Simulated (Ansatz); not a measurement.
**What each rung costs, and what it gives**

The pair of H₂Te (SMILES [TeH2], atoms 1–3) and H₂O₂ (SMILES OO, atoms 4–7), both closed shells, in one local arrangement (a lower one may exist), relaxed at PBE0-D4/def2-TZVP:

```
7
angstrom
Te -0.0855 0.6095 -1.6094
H -0.1657 -1.0418 -1.5903
H 1.0244 0.5618 -2.8409
O -0.8740 -0.3517 1.4065
O 0.5055 -0.2314 1.7424
H -1.2668 0.3191 1.9783
H 0.8621 0.1345 0.9137
```

Interaction energies are counterpoise-corrected; the time is that of the whole pair.

Program: Ansatz 0.2.0. Basis: as named in each row. Cores are frozen in the correlated methods. Filled d shells of the heavier atoms are correlated. Core potentials replace the inner electrons of the atoms past krypton. The def2 sets are not built for correlating such inner shells, so the correlated values are less sure here. B3LYP uses VWN-RPA correlation. Extrapolation: Hartree–Fock as exp(−7.88 √X), correlation as X^−2.97.

Times are rough, for one single point on 4 threads of a shared host (Arm Neoverse V1).

The estimate by CCSD(T) at an estimated basis limit (MP2 extrapolated from triple and quadruple zeta, plus CCSD(T) − MP2 in triple zeta) is -15.7 kJ/mol.

| method | basis | time (s) | interaction energy (kJ/mol) | method less estimate |
| --- | --- | --- | --- | --- |
| SPW92 | def2-SVP | under 1 | -29.3 | -13.6 |
| PBE-D4 | def2-SVP | under 1 | -20.3 | -4.6 |
| PBE0-D4 | def2-SVP | under 1 | -18.3 | -2.6 |
| PBE-D4 | def2-TZVPPD | 1 | -20.2 | -4.5 |
| revPBE-D4 | def2-TZVPPD | 1 | -17.7 | -2.0 |
| BLYP-D4 | def2-TZVPPD | 2 | -17.8 | -2.1 |
| PBE0-D4 | def2-TZVPPD | 2 | -18.1 | -2.4 |
| CCSD(T) | def2-SVP | 2 | -6.1 | 9.6 |
| B3LYP-D4 | def2-TZVPPD | 2 | -17.3 | -1.6 |
| HSE06-D4 | def2-TZVPPD | 2 | -18.1 | -2.3 |
| r2SCAN-D4 | def2-TZVPPD | 2 | -17.9 | -2.2 |
| wB97M-V | def2-SVP | 3 | -16.7 | -1.0 |
| B2PLYP | def2-TZVPPD | 4 | -11.6 | 4.2 |
| wB97X-V | def2-TZVPPD | 5 | -16.3 | -0.5 |
| B97M-V | def2-TZVPPD | 6 | -17.5 | -1.8 |
| wB97M-V | def2-TZVPPD | 6 | -16.6 | -0.9 |
| MP2 | def2-QZVPPD | 9 | -16.1 | -0.4 |
| CCSD(T) | def2-TZVPPD | 80 | -13.1 | 2.6 |

T1 diagnostic: at most 0.013.
